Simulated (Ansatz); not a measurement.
## Worked example: C3H9NSi → C3H6N + SiH3

Species: C3H9NSi `C=CN(C)[SiH3]`, singlet; C3H6N `C=C[N]C`, doublet; SiH3 `[SiH3]`, doublet. 

Shapes, held fixed at every level: PBE0-D4/def2-TZVP. Flexible molecules stand in one conformer, not always the lowest. Programs: Ansatz 0.2.0. The zero-point and thermal change to 298 K, harmonic and unscaled (PBE0-D4/def2-TZVP), is -18.1 kJ/mol.

At B2PLYP/def2-TZVPP; 1 Eh = 2625.50 kJ/mol:

| species | energy (Eh) |
| --- | --- |
| C3H9NSi | -463.762494 |
| C3H6N | -172.519655 |
| SiH3 | -291.109602 |

Question: Work out ΔH(298 K) of the reaction at this level.

Answer: 
1. Products less reactants: (-172.519655) + (-291.109602) − [(-463.762494)] = 0.133237 Eh = +349.8 kJ/mol.
2. With the thermal change: +349.8 + (-18.1) = +331.7 kJ/mol.

Other levels give +213.7 (HF/def2-SVP) to +383.5 kJ/mol (SPW92/def2-TZVPP). No measured value is set beside it here. Spin contamination: C3H6N (⟨S²⟩ up to 0.96). Open shells run unrestricted unless RO is named.
